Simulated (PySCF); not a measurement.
# Si: excitation energy

Si [Ne] 3s2 3p2 (3P) → Si [Ne] 3s2 3p1 4s1 (3P), as a difference of total energies. Computed with PySCF 2.14 in dyall-av3z, with scalar relativity by spin-free X2C-1e. Correlated levels: valence: [Ne] frozen; virtual orbitals above 40 to 60 times the deepest correlated orbital energy dropped. The calculations carry no spin-orbit coupling.

```json
{"method": "UHF", "excitation energy (eV)": "4.712"}
{"method": "LDA", "excitation energy (eV)": "4.864"}
{"method": "PBE", "excitation energy (eV)": "4.872"}
{"method": "PBE0", "excitation energy (eV)": "4.949"}
{"method": "r2SCAN", "excitation energy (eV)": "5.151"}
{"method": "TPSSh", "excitation energy (eV)": "5.037"}
{"method": "LC-wPBE", "excitation energy (eV)": "5.166"}
{"method": "HSE06", "excitation energy (eV)": "4.927"}
{"method": "B2PLYP", "excitation energy (eV)": "4.870"}
{"method": "MP2 (valence)", "excitation energy (eV)": "4.926"}
{"method": "SCS-MP2 (valence)", "excitation energy (eV)": "4.886"}
```

**Question.** How much does correlation contribute at MP2 (valence)?

**Answer.** 4.926 − (4.712) = 0.214 eV, measured against UHF.

The promoted electron is Rydberg-like, and one or two diffuse shells describe it only roughly, which tends to raise the upper state.
